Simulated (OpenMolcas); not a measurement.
# Pt2+: effect of the active space

```
Program             : OpenMolcas
Method              : CASSCF
Basis               : ANO-R2
Scalar Hamiltonian  : X2C, finite nucleus
Spin-orbit coupling : RASSI with atomic mean-field integrals over the reference wave functions, term energies averaged over their components
```

A. 8 electrons in 5 orbitals (5d); 2S+1 = 3 even, 10 roots; 2S+1 = 1 even, 15 roots; cost roughly 22 core-seconds
B. 8 electrons in 6 orbitals (5d 6s); 2S+1 = 3 even, 60 roots; 2S+1 = 5 even, 15 roots kept (CI in the orbitals of an earlier block); 2S+1 = 1 even, 55 roots kept (CI in the orbitals of an earlier block); cost of the order of 4 core-minutes
C. 8 electrons in 10 orbitals (5d 6d); 2S+1 = 3 even, 10 roots; 2S+1 = 1 even, 15 roots; cost about 2.8 core-minutes

Energies in cm⁻¹ above 5d⁸ ³F₄, the measured ground level; measured values from NIST levels as listed in McCann et al., Mon. Not. R. Astron. Soc. 538, 537 (2025).

| Level | A | B | C | Measured |
| --- | --- | --- | --- | --- |
| 5d⁸ ³F₄ | 0.0 | 0.0 | 0.0 | 0.0 |
| 5d⁸ ³F₃ | 9869 | 10165 | 9882 | 9752 |
| 5d⁸ ³P₀ | 21021 | 18754 | 20351 | 14939 |
| 5d⁸ ³P₁ | 22840 | 19746 | 22573 | 16782 |
| 5d⁸ ¹G₄ [67 %] | 25824 | 25324 | 25599 | 21331 |
| 5d⁸ ¹S₀ [55 %] | 55249 | 57609 | 54718 |  |

Deviations, from unrounded energies. A percentage is the sum of absolute deviations over the sum of measured energies, with the sign that they share, or ± where signs differ.

| Against measurement | Levels | A | B | C |
| --- | --- | --- | --- | --- |
| mean absolute deviation (cm-1) | 4 | 4200 | 2800 | 3900 |
| fine structure of the ground term (%) | 1 | +1.2 | +4.2 | +1.3 |
| other terms of the ground configuration (%) | 3 | +31.4 | +20.3 | +29.2 |

B lies closest to measurement on these levels and A furthest from it. The largest miss of B in the table is 5d⁸ ¹G₄ [67 %], by +4000 cm-1. The ranking rests on the paired levels alone, and a cruder setting can come out closer through cancelling errors.

Among A to C the level of the table that moves most is 5d⁸ ³P₁, by 3100 cm-1 (lowest in B, highest in A).

Without dynamic correlation excited terms often stand tens of per cent too high (terms of higher spin than the ground term too low), and those without a measured partner can miss by more than the paired ones. Configurations with an s electron lie low in 5d ions of this charge, fall among these levels and mix in, so low-spin terms can stand far too high, up to twice their true height, and weights are not those of the real levels (holds for A). Terms from blocks run as CI alone lack orbitals of their own (holds for B). Active for correlation alone: 6d; no level in the range computed is led by a configuration that fills it, so any true level of that kind is missing (holds for C). Computed and measured levels are paired by configuration, term and J; levels that our copy of the source lacks, or whose pairing is in doubt (as where it misses far off the trend of its configuration), stay unpaired and out of the deviations. Levels of configurations outside the active space are missing. Levels that lie high or do not pair safely by name in every column are left out.

A share in square brackets marks a mixed level and gives the weight of the term that names it, the lowest over the columns.
